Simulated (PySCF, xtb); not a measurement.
HfF2I2, SMILES [I][Hf]([I])([F])[F], multiplicity 1.

Harmonic wavenumbers (cm⁻¹) from xtb with GFN2-xTB at its own minimum, in rising order: 24, 65, 114, 123, 131, 191, 249, 469, 493.

**Question.** What does B3LYP-D3(BJ)/def2-SVP run with PySCF give at its own minimum? (An estimate is asked for; the answer gives what the named calculation found.)

**Answer.** 49, 89, 118, 123, 150, 198, 224, 677, 677. Paired by order, the mean absolute difference is 55 cm⁻¹ and the zero-point energies are 2.7 and 3.3 kcal/mol.
